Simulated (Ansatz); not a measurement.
```yaml
crystal:
  periodic: [false, false, false]
  atoms:
    - {symbol: F, position_ang: [1.382647, -0.694459, 1.838114]}
    - {symbol: Si, position_ang: [0.330027, -1.021813, 0.722626]}
    - {symbol: F, position_ang: [0.990823, -1.932787, -0.199164]}
    - {symbol: Si, position_ang: [-0.126951, 0.961929, -0.542094]}
    - {symbol: F, position_ang: [-0.852414, 0.623734, -1.950992]}
    - {symbol: F, position_ang: [-1.076441, 2.083782, 0.328844]}
    - {symbol: F, position_ang: [1.075172, 1.632454, -1.157083]}
    - {symbol: H, position_ang: [-1.015359, -1.548152, 0.928195]}
basis:
  gaussian: {orbitals: pcseg-2}
hamiltonian: {xc: {name: B2PLYP}}
kpoints: {mp_grid: {grid: [2, 2, 2]}}
output: {forces: true}
```

```sh
$ ansatz run in.yaml --threads 4 --pin off --events-out ev --progress --plain --max-ram 10444MiB
```

It prints (some lines left out):

```
Error: invalid value for `basis.gaussian`: such a run doesn't read kpoints; remove what it names
```

(1) Something in this input is off. What?

Results:

(1) The input holds a key that doesn't belong there. The program refused the input.
